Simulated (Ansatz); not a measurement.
Relaxation of CH6ClNOSi (11 atoms, charge 0, multiplicity 1), to a largest force component of 0.02 eV/Å in at most 50 steps.

Method: RKS B3LYP-D4/cc-pVDZ in Ansatz 0.2.0.

```xyz
11
Properties=species:S:1:pos:R:3
N -1.512 -0.021 -0.768
Si 0.144 0.085 -0.871
C 0.952 0.079 0.802
O 0.541 -0.821 1.787
Cl 0.842 1.700 1.513
H -1.938 0.068 -1.725
H -1.807 -0.877 -0.394
H 0.545 -1.101 -1.657
H 0.493 1.291 -1.646
H 2.054 -0.130 0.722
H -0.250 -0.329 2.258
```

Where does it end, and by what steps?

The forces met the threshold. After 17 steps the energy has fallen by 0.981 eV; H6 moved furthest, 1.53 Å.

```
step  energy less start (eV)  largest force component (eV/Å)  accepted
   0                  0.0000                           2.749       yes
   1                 -0.5659                           1.215       yes
   2                 -0.7084                           0.460       yes
   3                 -0.7588                           0.519       yes
   4                 -0.7900                           1.036       yes
   5                 -0.8442                           0.364       yes
   6                 -0.8739                           0.347       yes
   7                 -0.9045                           0.201       yes
   8                 -0.9174                           0.791       yes
   9                 -0.9420                           0.441       yes
  10                 -0.9440                           0.810       yes
  11                 -0.9711                           0.264       yes
  12                 -0.9581                           0.377        no
  13                 -0.9783                           0.152       yes
  14                 -0.9799                           0.087       yes
  15                 -0.9805                           0.126       yes
  16                 -0.9806                           0.040       yes
  17                 -0.9810                           0.019       yes
```

```xyz
11
Properties=species:S:1:pos:R:3
N -1.399 -0.248 -0.484
Si 0.303 -0.085 -0.925
C 1.023 0.176 0.830
O 0.418 -0.672 1.721
Cl 0.600 2.004 1.219
H -1.894 0.625 -0.298
H -1.979 -0.831 -1.084
H 0.718 -1.410 -1.482
H 0.670 1.020 -1.857
H 2.109 0.146 0.977
H -0.505 -0.782 1.403
```

Run time: 37 s on 2 threads of Intel(R) Xeon(R) 6975P-C (Granite Rapids), on a shared host, peak memory 0.27 GiB.
